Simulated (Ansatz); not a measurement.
`[NH2][Sb]([SiH3])[InH2]` + `[SiH3]N[SiH3]` → `[SiH3][N]([SiH3])[InH2]` + `[NH2][SbH][SiH3]` at 700 K and 1 bar (cleavage of the In–Sb bond).

Gas-phase electronic energies from Ansatz, PBE0-D4/def2-TZVP geometries. CBS: MP2 limit from def2 TZ/QZ plus the TZ coupled-cluster correction, frozen cores. This one scheme is used for every species. Elements past krypton have def2 core potentials. For In, Sb outer-core shells are correlated without core-valence functions, which leaves a few kJ/mol of doubt a bond. One conformer a species, not always the lowest.

| species | CCSD(T)/CBS energy (Eh) | H − E (kJ/mol) | S (J/(mol·K)) |
| --- | --- | --- | --- |
| `[NH2][Sb]([SiH3])[InH2]` | -777.82114 | 260.1 | 563.8 |
| `[SiH3]N[SiH3]` | -637.10515 | 245.6 | 444.2 |
| `[SiH3][N]([SiH3])[InH2]` | -827.51128 | 275.2 | 546.6 |
| `[NH2][SbH][SiH3]` | -587.39549 | 221.1 | 450.1 |

H − E and S are ideal-gas, rigid-rotor, harmonic terms from PBE0-D4/def2-TZVP, for one conformer and one mirror image of each species. 1 Eh = 2625.50 kJ/mol, R = 8.31446 J/(mol·K).

Q: By hand: ΔE, ΔH, ΔS and ΔG.

A: ΔE = (-827.51128) + (-587.39549) − (-777.82114) − (-637.10515) = 0.01952 Eh = 51.2 kJ/mol. Δ(H − E) = 275.2 + 221.1 − 260.1 − 245.6 = -9.4, so ΔH = 41.8 kJ/mol. ΔS = 546.6 + 450.1 − 563.8 − 444.2 = -11.3 J/(mol·K). ΔG = 41.8 − 700 × (-11.3)/1000 = 49.7 kJ/mol.

Q: By hand: the equilibrium constant, and the temperature at which ΔG would vanish if ΔH and ΔS stayed fixed.

A: log₁₀ K = −ΔG/(RT ln 10) = -3.7. ΔH and −TΔS have one sign here, so there is no such temperature.

The number of gas molecules stays the same, so ΔS is small and ΔH decides. A doubt of 5 kJ/mol in ΔE shifts log₁₀ K by 0.4 here. Other conformers and mirror images would add mixing entropy, several J/(mol·K) or more a flexible species. Modes under 60 cm⁻¹, often nearly free rotors, make the harmonic entropy too high. These are equilibria of isolated gas molecules and say nothing of rates. Largest T1 diagnostic: 0.015 (customary marks: 0.02 for closed shells, 0.045 for open ones).

ΔS is within the doubt of such terms, so its sign, and with it that verdict, could turn.
